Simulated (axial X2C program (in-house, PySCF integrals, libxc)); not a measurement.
# Worked dissociation energy of OsP: PW91, spin-free

Computed with an axial X2C code built on PySCF integrals. Spin-free means the one-electron spin-free X2C Hamiltonian. Basis: Os dyall-cv3z [13s14p9d6f4g], P dyall-v3z [8s7p2d1f] (cores contracted in-house); Gaussian nuclei, density fitting, unrestricted open shells. Masses: Os 191.961 u, P 30.974 u.

Molecular state: M_S = 1/2, Λ = 2 (beyond evenly filled blocks: δ+α, δ+β, δ-α).

| Item | Value |
| --- | --- |
| E(Os) (2M_S = 4, M_L = 0) | -17257.383422 hartree |
| E(P) (2M_S = 3, M_L = 0) | -342.087326 hartree |
| E(OsP) at Re | -17599.642414 hartree |
| ωe | 607.8 cm⁻¹ |
| ωexe | 1.74 cm⁻¹ |

**Question.** Work out De and D0.

**Answer.** De = -17257.383422 + (-342.087326) − (-17599.642414) = 0.17167 hartree = 4.671 eV. The zero-point energy is ωe/2 − ωexe/4 = 303 cm⁻¹ = 0.038 eV, so D0 = 4.634 eV.

The state is one determinant whose occupation by symmetry is held fixed; it was picked as the lowest of a PBE0 search that is not exhaustive. Dissociation energies refer to the lowest single-determinant-based atoms at the same level and basis. Other states lie close and PBE0, whose exact exchange favours high spin, may order them wrongly; the determinant shown need not be the ground state. The nearest other spin-free determinant of the search, M_S = 3/2, Λ = 1, lies 0.32 eV up at the distance of the search. Without a current term, density functionals place determinants with orbital angular momentum somewhat too high. At some level and bond length an empty orbital lies below a filled one. The determinant is spin-polarised beyond a pure state at some levels (its spin-free form has ⟨S²⟩ too high), which makes Re and μ there less reliable.

Each atomic determinant is the lowest at this level and need not be a pure term. Totals compare only within one Hamiltonian and basis.
